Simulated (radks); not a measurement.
Results of a calculation; reference values are marked as such.
Numerical settings for neutral oxygen, [He] 2s2 2p4. Level of theory: scalar-relativistic Kohn-Sham, PBE, spin-unpolarised, spherical densities, finite nucleus; Fermi nuclear charge, rms radius 2.6991 fm (a radial shooting solver on a logarithmic mesh with Libxc functionals). The defaults (mesh step 0.008 in ln r, mesh end at 40 bohr or more with all orbitals vanishing there, Anderson mixing 0.5 over 9 steps, residual threshold near 1e-9 with the energy settled to 1e-9 hartree or 1e-11 of itself, here a cap of 95 iterations) give E = -75.0018 hartree and 2p at -9.031 eV in 14 iterations. Run on one thread of a shared host, so times are rough (Arm Neoverse N1): 0.06 s of CPU time, 0.06 s wall, 14 iterations on 2208 mesh points. Changes against that run (0 stands for a change within the tolerance of the run):

| setting | iterations | converged | E (mhartree) | e(2p) (meV) | CPU (s) |
|---|---|---|---|---|---|
| mesh step in ln r 0.08 | 14 | yes | -0.000779 | 0 | 0.02 |
| mesh step in ln r 0.03 | 14 | yes | 0 | 0 | 0.02 |
| mesh step in ln r 0.012 | 14 | yes | 0 | 0 | 0.04 |
| mesh end (bohr) 2 | 13 | level above zero | +1.99e+03 | +2.57e+04 | 0.04 |
| mesh end (bohr) 1 | 13 | level above zero | +2.71e+04 | +1.79e+05 | 0.04 |
| residual threshold 1e-16 | 95 | no | 0 | 0 | 0.25 |
| residual threshold 1e-05 | 10 | yes | 0 | -0.00594 | 0.05 |
| mixing 1 | 14 | yes | 0 | 0 | 0.06 |
| linear mixing, mixing 0.05 | 95 | no | +0.0029 | -66.7 | 0.29 |
| linear mixing, mixing 0.5 | 30 | yes | 0 | 0 | 0.1 |
| mixing history 3 | 17 | yes | 0 | 0 | 0.06 |
| iteration cap 5 | 5 | no | +0.385 | +296 | 0.02 |

Settled on a wrong energy, with an occupied level pushed above zero by the early mesh end: mesh end (bohr) 2 (+1.99 hartree); mesh end (bohr) 1 (+27.1 hartree). Apart from these: no run marked as converged misses the energy by more than 1 mhartree. A mesh that ends early acts as a hard wall.
